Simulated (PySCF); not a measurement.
C2H9NSi3, SMILES [SiH3][C@H]([SiH2][SiH3])C#N.

Coordinates come from a ωB97X-D3(BJ)/def2-SVP optimisation. The structure was generated by enumeration; whether it is a known compound was not checked. The values are those of a single conformer.

All values below come from TDA-M06-2X/def2-SVPD in PySCF 2.14.0.

Vertical excitations. 

```csv
state,energy (eV),λ (nm),f,main pairs
S1,6.71,185,0.001,"HOMO→LUMO+1 24 %, HOMO−1→LUMO+1 12 %"
S2,6.81,182,0.043,HOMO→LUMO 85 %
S3,7.26,171,0.015,HOMO→LUMO+3 72 %
S4,7.40,168,0.031,"HOMO→LUMO+1 53 %, HOMO−1→LUMO 9 %"
S5,7.53,165,0.004,"HOMO−1→LUMO 50 %, HOMO→LUMO+1 8 %"
S6,7.60,163,0.085,"HOMO→LUMO+4 22 %, HOMO−1→LUMO 16 %, HOMO→LUMO+2 10 %, HOMO→LUMO+5 6 %"
T1,6.20,200,0,HOMO→LUMO 72 %
T2,6.28,197,0,"HOMO→LUMO+3 11 %, HOMO−2→LUMO+1 8 %, HOMO−1→LUMO+3 7 %, HOMO−1→LUMO+5 7 %"
```
Triplets are in the Tamm–Dancoff approximation.
